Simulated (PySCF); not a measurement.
Match the calculated data to a structure.

All candidates are C7H12FNO.

- Rotational structure: rotational constants A, B, C: 1.801, 0.932, 0.685 GHz [GFN2-xTB]
- NMR, other nuclei: isotropic shieldings of nuclei other than C and H, by class: -47 (1 N), 254 (1 O), 396 (1 F) ppm [GIAO PBE0/pcSseg-1]
- 13C NMR: chemical shifts (computed TMS as zero) by class: 122.2 (1 C), 84.1 (1 C), 77.7 (1 C), 75.2 (1 C), 25.9 (1 C), 23.1 (1 C), 19.6 (1 C) ppm [GIAO PBE0/pcSseg-1]
- 1H NMR: chemical shifts (computed TMS as zero) by class: 4.58 (1 H), 3.66 (1 H), 3.61 (1 H), 1.34 (3 H), 1.33 (3 H), 1.25 (3 H) ppm [GIAO PBE0/pcSseg-1]
- Dipole: 3.82 D [PBE0/pcSseg-1]

Electronic properties: PySCF, gas phase, density fitting. Levels stand in brackets. The structure is a single GFN2-xTB conformer in the gas phase; no vibrational or solvent corrections. NMR values are class means; diastereotopic atoms form classes of their own.

Question: Which candidate is it?
A. `CCOC1=C(F)N(C)CC1`
B. `C/C(F)=C(\C)C(=O)N(C)C`
C. `CC(C)O[C@@H](C)[C@H](F)C#N`

Answer: C. It is `CC(C)O[C@@H](C)[C@H](F)C#N`. Numbering: `[CH3:1][CH:2]([CH3:3])[O:4][C@@H:5]([CH3:6])[C@H:7]([F:8])[C:9]#[N:10]`. Its formula, C7H12FNO, gives 2 degrees of unsaturation: 0 rings and 2 π bonds in the structure found. 7 carbons fall into 7 classes; from least to most shielded: nitrile carbon [C9] (122.2 ppm), sp3 C–F carbon [C7] (84.1 ppm), sp3 carbon bound to oxygen [C5] (77.7 ppm), sp3 carbon bound to oxygen [C2] (75.2 ppm), methyl carbon [C1] (25.9 ppm), methyl carbon [C3] (23.1 ppm), methyl carbon [C6] (19.6 ppm). Hydrogen classes from least to most shielded: 1 H on an sp3 C–F carbon, C7 (4.58 ppm), 1 H on an sp3 carbon bound to oxygen, C5 (3.66 ppm), 1 H on an sp3 carbon bound to oxygen, C2 (3.61 ppm), 3 H on a methyl carbon, C6 (1.34 ppm, a mean of values up to 0.7 ppm apart in this geometry), 3 H on a methyl carbon, C3 (1.33 ppm, a mean of values up to 0.9 ppm apart in this geometry), 3 H on a methyl carbon, C1 (1.25 ppm). The other shieldings belong to: -47 ppm, nitrile nitrogen [N10]; 254 ppm, ether oxygen [O4]; 396 ppm, alkyl fluorine [F8]. The optimised geometry has point group C1 and is an asymmetric top.

The others, at the same levels:
- `C/C(F)=C(\C)C(=O)N(C)C` fails: its computed 13C shifts are 170.5 (1 C), 162.7 (1 C), 118.4 (1 C), 38.2 (1 C), 33.9 (1 C), 17.2 (1 C), 16.7 (1 C) ppm, 1H shifts are 3.11 (3 H), 3.08 (3 H), 2.13 (3 H), 1.94 (3 H) ppm and rotational constant A is 1.950 GHz (against 1.801 GHz).
- `CCOC1=C(F)N(C)CC1` fails: its computed 13C shifts are 151.2 (1 C), 119.0 (1 C), 68.3 (1 C), 50.3 (1 C), 39.1 (1 C), 30.7 (1 C), 18.1 (1 C) ppm, 1H shifts are 4.16 (2 H), 2.94 (2 H), 2.69 (2 H), 2.41 (3 H), 1.31 (3 H) ppm and rotational constant A is 2.679 GHz (against 1.801 GHz).

Each candidate is one conformer, not necessarily the lowest. The conformers computed, where there is a choice (atom-mapped SMILES and torsion angles):
- `[CH3:1][CH:2]([CH3:3])[O:4][C@@H:5]([CH3:6])[C@H:7]([F:8])[C:9]#[N:10]`: C1–C2–O4–C5 -157°, C2–O4–C5–C6 98°, O4–C5–C7–F8 -179°
- `[CH3:1]/[C:2]([F:3])=[C:4](\[CH3:5])[C:6](=[O:7])[N:8]([CH3:9])[CH3:10]`: C2–C4–C6–O7 -115°, C4–C6–N8–C9 -175°

The conformers of `CCOC1=C(F)N(C)CC1` aren't listed.
